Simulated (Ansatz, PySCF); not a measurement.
This triplet is an excited state, 0.38 eV above the relaxed singlet at the level frozen-core CCSD(T)/cc-pVTZ // PBE0-D3(BJ)/def2-TZVP (Ansatz, a program for electronic structure).

```xyz
9

Si    -1.9211     0.7327     0.1432
Si     0.0681     0.5227    -1.0308
Si     1.9246    -0.7046    -0.3779
H     -2.5941    -0.5860     0.3016
H     -1.6850     1.3096     1.4954
H     -2.8180     1.6412    -0.6179
H      2.9713    -0.5580    -1.4228
H      2.4649    -0.2097     0.9182
H      1.5893    -2.1479    -0.2313
```

Charge 0, multiplicity 3.

### Question
Give the Mulliken and meta-Löwdin atomic charges from PySCF 2.14.0 with PBE0-D3(BJ)/def2-TZVP.

### Answer

| atom | Mulliken (e) | meta-Löwdin (e) |
|---|---|---|
| Si1 | 0.03 | 0.25 |
| Si2 | -0.05 | -0.08 |
| Si3 | 0.03 | 0.25 |
| H4 | 0.00 | -0.07 |
| H5 | 0.00 | -0.07 |
| H6 | 0.00 | -0.07 |
| H7 | 0.00 | -0.07 |
| H8 | 0.00 | -0.07 |
| H9 | 0.00 | -0.07 |
